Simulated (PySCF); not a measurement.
A geometry optimisation, step by step.

Compound: Te(OMe)2, C2H6O2Te.
Bonds: Te1–O2, Te1–O7, O2–C3, O7–C8. Hydrogens: H4, H5, H6 on C3; H9, H10, H11 on C8.

Computed by this run: PBE0-D3(BJ)/def2-SVP geometry optimisation, gas phase, def2 core potentials past Kr in PySCF; density fitting, grid level 1; the optimiser is geomeTRIC in internal coordinates, started from a GFN2-xTB structure with every atom displaced at random (about 0.03 Å). 8 of its 9 geometries are shown. The frame can shift and turn from step to step; on so coarse a grid that alone can change the energy by a few meV, and forces under 0.02 eV/Å are noise.

Step 0: E = -13545.8999 eV, largest atomic force 4.611 eV/Å
```
atom  x, y, z in Å  |  force x, y, z in eV/Å
Te1     0.060    0.252   -1.834   -0.507   0.155  -1.189
O2      1.209    0.883   -0.401   -0.507   0.688   0.222
C3      2.015   -0.062    0.174    3.791   2.576  -0.505
H4      1.619   -0.914    0.556   -2.254  -3.030   1.200
H5      2.536    0.431    1.014   -0.051   0.052   0.098
H6      2.842   -0.378   -0.496   -0.114  -0.031  -0.115
O7     -1.192   -0.710   -0.669   -0.311  -0.203   0.418
C8     -2.029   -0.002    0.199   -1.454  -1.093   1.304
H9     -1.531    0.692    0.911    0.158  -0.097  -0.475
H10    -2.545   -0.794    0.868    0.752   0.926  -0.831
H11    -2.886    0.517   -0.292    0.497   0.055  -0.126
```

Step 1: E = -13546.2591 eV, largest atomic force 0.642 eV/Å
```
atom  x, y, z in Å  |  force x, y, z in eV/Å
Te1    -0.018    0.304   -1.805    0.210  -0.011   0.607
O2      1.256    0.899   -0.360   -0.403   0.198  -0.363
C3      2.137   -0.042    0.180    0.314  -0.357  -0.029
H4      1.608   -0.936    0.548    0.012  -0.078   0.077
H5      2.671    0.416    1.035   -0.202   0.095  -0.090
H6      2.916   -0.377   -0.536   -0.135   0.040  -0.013
O7     -1.246   -0.739   -0.620    0.379  -0.251  -0.357
C8     -2.117   -0.037    0.213   -0.251   0.313   0.196
H9     -1.588    0.705    0.834   -0.031   0.053   0.043
H10    -2.606   -0.757    0.892    0.097  -0.060  -0.082
H11    -2.915    0.480   -0.352    0.011   0.059   0.011
```

Step 2: E = -13546.2826 eV, largest atomic force 0.283 eV/Å
```
atom  x, y, z in Å  |  force x, y, z in eV/Å
Te1    -0.008    0.288   -1.792    0.039   0.039  -0.063
O2      1.227    0.898   -0.359   -0.120   0.093  -0.072
C3      2.115   -0.046    0.177    0.133  -0.197   0.153
H4      1.594   -0.945    0.563    0.059   0.104  -0.046
H5      2.629    0.440    1.023   -0.016  -0.015  -0.010
H6      2.887   -0.373   -0.545   -0.069   0.011  -0.012
O7     -1.230   -0.753   -0.625    0.082  -0.118  -0.050
C8     -2.094   -0.033    0.213   -0.113   0.127   0.087
H9     -1.557    0.689    0.853    0.018   0.002  -0.008
H10    -2.590   -0.763    0.869   -0.038  -0.060   0.041
H11    -2.876    0.513   -0.346    0.026   0.014  -0.020
```

Step 3: E = -13546.2853 eV, largest atomic force 0.104 eV/Å
```
atom  x, y, z in Å  |  force x, y, z in eV/Å
Te1    -0.005    0.279   -1.793   -0.025   0.002  -0.042
O2      1.219    0.897   -0.357   -0.041   0.042   0.019
C3      2.115   -0.044    0.180    0.043  -0.088   0.037
H4      1.600   -0.941    0.572    0.013   0.055  -0.018
H5      2.634    0.447    1.019    0.003   0.004  -0.007
H6      2.873   -0.372   -0.554   -0.001  -0.008   0.001
O7     -1.232   -0.761   -0.627    0.024  -0.030   0.013
C8     -2.093   -0.033    0.215   -0.039   0.032   0.019
H9     -1.547    0.673    0.864    0.009  -0.015  -0.003
H10    -2.609   -0.764    0.860    0.004   0.006  -0.019
H11    -2.857    0.534   -0.349    0.009   0.000  -0.002
```

Step 5: E = -13546.2872 eV, largest atomic force 0.098 eV/Å
```
atom  x, y, z in Å  |  force x, y, z in eV/Å
Te1    -0.010    0.270   -1.786   -0.005  -0.009   0.003
O2      1.215    0.896   -0.353    0.031  -0.043   0.025
C3      2.124   -0.043    0.180   -0.044   0.075  -0.046
H4      1.611   -0.920    0.608   -0.015  -0.032   0.019
H5      2.673    0.466    0.988    0.014   0.002  -0.002
H6      2.852   -0.396   -0.572    0.011  -0.008   0.001
O7     -1.238   -0.771   -0.620   -0.012   0.042   0.028
C8     -2.100   -0.034    0.217    0.034  -0.043  -0.041
H9     -1.545    0.635    0.898   -0.004   0.001   0.008
H10    -2.658   -0.764    0.826   -0.005   0.009  -0.003
H11    -2.825    0.574   -0.354   -0.004   0.006   0.006
```

Step 6: E = -13546.2880 eV, largest atomic force 0.111 eV/Å
```
atom  x, y, z in Å  |  force x, y, z in eV/Å
Te1    -0.012    0.266   -1.778    0.006  -0.006   0.016
O2      1.221    0.895   -0.351    0.034  -0.052   0.010
C3      2.133   -0.043    0.176   -0.033   0.094  -0.049
H4      1.622   -0.899    0.645   -0.013  -0.040   0.024
H5      2.718    0.481    0.950    0.002  -0.004   0.002
H6      2.832   -0.428   -0.588    0.002  -0.009   0.001
O7     -1.242   -0.772   -0.610   -0.016   0.044   0.014
C8     -2.110   -0.033    0.219    0.028  -0.050  -0.032
H9     -1.558    0.603    0.932   -0.004   0.008   0.007
H10    -2.704   -0.763    0.792   -0.003   0.004   0.004
H11    -2.802    0.608   -0.357   -0.003   0.010   0.004
```

Step 7: E = -13546.2882 eV, largest atomic force 0.059 eV/Å
```
atom  x, y, z in Å  |  force x, y, z in eV/Å
Te1    -0.012    0.264   -1.773    0.003  -0.003   0.013
O2      1.227    0.892   -0.352    0.017  -0.031  -0.001
C3      2.140   -0.044    0.174   -0.010   0.054  -0.023
H4      1.629   -0.886    0.671   -0.004  -0.021   0.013
H5      2.747    0.488    0.924   -0.003  -0.005   0.003
H6      2.819   -0.454   -0.596   -0.004  -0.005   0.001
O7     -1.246   -0.769   -0.606   -0.008   0.021   0.001
C8     -2.117   -0.031    0.220    0.013  -0.022  -0.014
H9     -1.568    0.584    0.954   -0.003   0.007   0.004
H10    -2.733   -0.761    0.769   -0.001  -0.001   0.004
H11    -2.788    0.631   -0.356   -0.001   0.007   0.001
```

Step 8: E = -13546.2883 eV, largest atomic force under 0.02 eV/Å
```
atom  x, y, z in Å  |  force x, y, z in eV/Å
Te1    -0.012    0.264   -1.772    0.003   0.001   0.004
O2      1.231    0.889   -0.353    0.002  -0.006  -0.002
C3      2.142   -0.046    0.173    0.001   0.009  -0.004
H4      1.632   -0.884    0.679    0.000  -0.004   0.002
H5      2.756    0.487    0.918   -0.003  -0.002   0.001
H6      2.816   -0.464   -0.597   -0.002  -0.002   0.001
O7     -1.248   -0.765   -0.606   -0.002   0.001  -0.003
C8     -2.119   -0.029    0.220   -0.001  -0.001   0.001
H9     -1.572    0.581    0.960    0.000   0.003   0.000
H10    -2.741   -0.758    0.763    0.000   0.000   0.001
H11    -2.786    0.640   -0.355    0.001   0.002  -0.001
```

Problem. Summarise the path.

Solution. The energy falls by 37.47 kJ/mol from step 0 to step 8; nine tenths of that is first reached at step 1. It falls at every step. The largest force goes from 4.611 to under 0.02 eV/Å. Among the bonds C3–H4 changes most, from 1.014 to 1.104 Å; the atoms move by 0.146 Å rms after alignment.

Problem. Follow the three bonds and two angles with the largest change from start to end.

Solution. 
```tsv
step	E above end (kJ/mol)	largest force (eV/Å)	C3–H4 (Å)	C8–H10 (Å)	Te1–O2 (Å)	O2–C3–H4 (°)	H10–C8–H11 (°)
0	37.47	4.611	1.014	1.157	1.942	120.5	103.4
1	2.81	0.642	1.102	1.104	2.016	111.9	107.5
2	0.55	0.283	1.108	1.100	1.988	112.5	108.1
3	0.29	0.104	1.106	1.102	1.985	112.4	108.4
4	0.18	0.045	1.104	1.102	1.986	112.2	108.5
5	0.11	0.098	1.103	1.102	1.987	112.1	108.5
6	0.03	0.111	1.102	1.102	1.988	112.0	108.5
7	0.01	0.059	1.103	1.102	1.987	112.1	108.4
8	0.00	under 0.02	1.104	1.102	1.987	112.1	108.4
```

The cost below is that of the whole optimisation. Time: 28 s wall; peak memory 0.43 GiB. Hardware: one thread, AMD EPYC 9B45 (x86_64), shared host.
